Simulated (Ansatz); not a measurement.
Cost and result for the atomization energy of FH₇N₂OSSi₂ (`N[Si@@H](O)S[Si@@H](N)F`) (14 atoms, 13 bonds).

```xyz
14

N     1.0649    2.3569    1.4417
Si    0.5133    0.8590    0.8823
O    -0.7697    0.4014    1.7765
S    -0.0806    0.9817   -1.2016
Si   -0.9620   -0.9180   -1.4446
N     0.2120   -2.1266   -1.3045
F    -2.1006   -1.1154   -0.3106
H     0.4567    3.1545    1.5242
H     2.0340    2.6152    1.3687
H     1.6540   -0.0840    0.9740
H    -1.4604   -0.0996    1.3313
H    -1.7114   -0.9866   -2.7139
H     1.1385   -1.9276   -0.9699
H     0.0114   -3.1111   -1.3537
```

Total charge 0; spin multiplicity 1. Geometry: relaxed with PBE0-D4/def2-TZVP. It is one conformer, not always the lowest. Program: Ansatz. All runs use 2 threads of an AMD EPYC 7R13 on a shared host and a share of an NVIDIA H100 80 GB. Times are those of one run each, without the atoms' runs, and a repeat can differ threefold. Electronic energies, without spin–orbit coupling; frozen cores. CCSD(T)/CBS adds CCSD(T) − MP2 in def2-TZVPP to the MP2 limit, and its time is that of the two runs behind it. T1 = 0.012. B3LYP takes the VWN-RPA correlation (the form of Gaussian; ORCA's B3LYP/G).

CCSD(T)/CBS is a level of theory with its own doubt, some kJ/mol a heavy atom from the limit and from the frozen cores, so smaller differences don't rank the functionals.

```
                             level  functions  wall time  atomization (kcal/mol)  difference from CCSD(T)/CBS  per bond
   PBE-D4/def2-TZVPP (with forces)        348      5.5 s                  1248.7                          9.9       0.8
r2SCAN-D4/def2-TZVPP (with forces)        348      5.5 s                  1232.0                         -6.8      -0.5
                PBE0-D4/def2-TZVPP        348      6.5 s                  1223.5                        -15.3      -1.2
 B3LYP-D4/def2-TZVPP (with forces)        348      6.5 s                  1231.4                         -7.4      -0.6
                ωB97X-V/def2-TZVPP        348        7 s                  1241.9                          3.1       0.2
  ωB97M-V/def2-TZVPP (with forces)        348      8.5 s                  1241.5                          2.7       0.2
                 B2PLYP/def2-TZVPP        348       11 s                  1216.5                        -22.3      -1.7
                    MP2/def2-QZVPP        648       12 s                  1247.8                          9.0       0.7
                CCSD(T)/def2-TZVPP        348       20 s                  1193.9                        -44.9      -3.5
                 CCSD(T)/CBS(def2)          –       32 s                  1238.8                          0.0       0.0
```

In def2-TZVPP, CCSD(T) changes the Hartree–Fock value by +333.2 kcal/mol (the triples alone add +20.0 kcal/mol) and MP2 by +360.0 kcal/mol; breaking electron pairs costs correlation energy, which Hartree–Fock lacks. From PBE to PBE0 (25 % exact exchange), in def2-TZVPP and without D4, the atomization energy moves by −23.8 kcal/mol: exact exchange takes away binding that semilocal exchange gives to molecules. The D4 term adds +16.1 kcal/mol with B3LYP and +8.5 kcal/mol with PBE0; it sums over pairs of atoms, weighted by their polarisabilities, and B3LYP, whose exchange is more repulsive, gets the larger term.
